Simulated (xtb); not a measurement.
CH5GaO2, SMILES [CH3][Ga]([OH])[OH]. All values are semi-empirical tight-binding results from xtb (GFN2-xTB unless named), good for trends rather than for accurate numbers. The structure is a stationary point at GFN2-xTB. The values are those of a single conformer.

For metal compounds this method's bond lengths and energies can be far off.

```
Quantity                                       Value
-------------------------------------  -------------
orbital gap                                  4.76 eV
zero-point energy                      36.5 kcal/mol
G − E(el) at 298.15 K (modified RRHO)  16.7 kcal/mol
```
